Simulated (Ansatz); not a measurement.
Geometry optimisation, UKS PBE/def2-SVP in Ansatz.

The input (input.yaml):

```yaml
crystal:
  periodic: [false, false, false]
  atoms:
    - { symbol: Ta, position_ang: [-0.061627, -0.051807, -0.042581] }
    - { symbol: F, position_ang: [1.854158, 0.030216, -0.030486] }
    - { symbol: O, position_ang: [-0.169651, -0.256511, 1.838679] }
    - { symbol: H, position_ang: [-0.267513, -0.412412, 2.78694] }
    - { symbol: F, position_ang: [-0.011946, 0.226804, -1.931518] }
    - { symbol: "N", position_ang: [-1.031695, 1.663827, 0.044728] }
    - { symbol: H, position_ang: [-1.373824, 2.111935, 0.898537] }
    - { symbol: H, position_ang: [-1.242573, 2.216375, -0.792091] }
    - { symbol: F, position_ang: [-1.086592, -1.617277, -0.356058] }
    - { symbol: H, position_ang: [3.981563, 0.029751, 0.03095] }
magnetization:
  spin_polarized: true
  initial_magnetization: 1
basis:
  gaussian: { orbitals: def2-SVP }
hamiltonian:
  xc: pbe
relax:
  f_tol: 0.03
  max_steps: 50
```

Run as:

```bash
$ ansatz run input.yaml --threads 4 --pin off --max-ram 5120MiB --backend cpu --events-out ev --progress --plain --runs-dir out
```

Q: Where does it end, and by what steps?

A: The run converged. The force dipped under the threshold on the way, but the program's further checks kept it going. After 6 steps the energy has fallen by 0.075 eV; H10 moved furthest, 0.83 Å.

| step | energy less start (eV) | largest force component (eV/Å) | accepted |
| --- | --- | --- | --- |
| 0 | 0.0000 | 0.631 | yes |
| 1 | -0.0257 | 0.249 | yes |
| 2 | -0.0553 | 0.083 | yes |
| 3 | -0.0665 | 0.043 | yes |
| 4 | -0.0725 | 0.027 | yes |
| 5 | -0.0747 | 0.021 | yes |
| 6 | -0.0749 | 0.014 | yes |

```xyz
10
Properties=species:S:1:pos:R:3
Ta -0.165 -0.060 -0.049
F 1.733 -0.022 -0.045
O -0.267 -0.258 1.834
H -0.328 -0.388 2.790
F -0.125 0.224 -1.937
N -1.103 1.673 0.052
H -1.433 2.121 0.910
H -1.315 2.231 -0.781
F -1.216 -1.611 -0.360
H 4.809 0.031 0.034
```

Whether the end is a true minimum wasn't checked by a vibrational analysis.

The run took 10 s on 4 threads of AMD EPYC 9R45 96-Core Processor (Zen 5), on a shared host, peak memory 0.23 GiB.
